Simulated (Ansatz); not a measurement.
`C[O][Hf]1234([NH2])([N](C)C)[C@H]5[C@@H]1[C@@H]2[C@@H]3[C@H]54`, 28 atoms. Total charge 0; spin multiplicity 1. Correlated methods include outer-core shells of Hf, which these sets cover unevenly. Hf takes the def2 core potential. Hardware: A = 11 threads of an AMD EPYC 7R13 on a shared host and a whole NVIDIA H100 80 GB; B = 11 threads of an AMD EPYC 7R13 on a shared host. Correlated methods freeze the cores.

Task: How many basis functions does each run have, and how long does it take in Ansatz? RKS ωB97M-V/def2-QZVPP energy [A]; RKS PBE0-D4/def2-QZVPP energy [A]; RKS r2SCAN0-D4/def2-TZVPP energy [A]; RHF-CCSD(T)/def2-TZVPP energy [A]; RKS PBE0-D4/def2-SVP energy [B]; RHF-MP2/def2-QZVPP energy [A]; RKS BHLYP-D4/def2-TZVPP energy [A]; RHF-CCSD(T)/def2-SVP energy [A]; RKS PBE0-D4/def2-TZVP relaxation (33 steps) [A]; RKS PBE-D4/def2-TZVPP energy and forces [A]; RKS ωB97M-V/def2-SVP energy [B]; RKS B97M-V/def2-TZVPP energy [A]. (An estimate is asked.)

Result: Ansatz gave: Other jobs shared the machine, so times are rough.

| level | job | functions | wall time | peak host memory (GiB) |
| --- | --- | --- | --- | --- |
| RKS BHLYP-D4/def2-TZVPP | energy [A] | 621 | 3.3 s | 1.2 |
| RKS r2SCAN0-D4/def2-TZVPP | energy [A] | 621 | 3.8 s | 1.3 |
| RKS PBE0-D4/def2-SVP | energy [B] | 266 | 3.8 s | 1.6 |
| RKS B97M-V/def2-TZVPP | energy [A] | 621 | 4.7 s | 1.4 |
| RKS PBE-D4/def2-TZVPP | energy and forces [A] | 621 | 5.5 s | 1.2 |
| RHF-MP2/def2-QZVPP | energy [A] | 1188 | 8 s | 2.1 |
| RKS PBE0-D4/def2-QZVPP | energy [A] | 1188 | 8 s | 1.9 |
| RHF-CCSD(T)/def2-SVP | energy [A] | 266 | 8.5 s | 0.88 |
| RKS ωB97M-V/def2-SVP | energy [B] | 266 | 11 s | 2.1 |
| RKS ωB97M-V/def2-QZVPP | energy [A] | 1188 | 12 s | 2.1 |
| RKS PBE0-D4/def2-TZVP | relaxation (33 steps) [A] | 477 | 68 s | 1.3 |
| RHF-CCSD(T)/def2-TZVPP | energy [A] | 621 | 110 s | 3.9 |
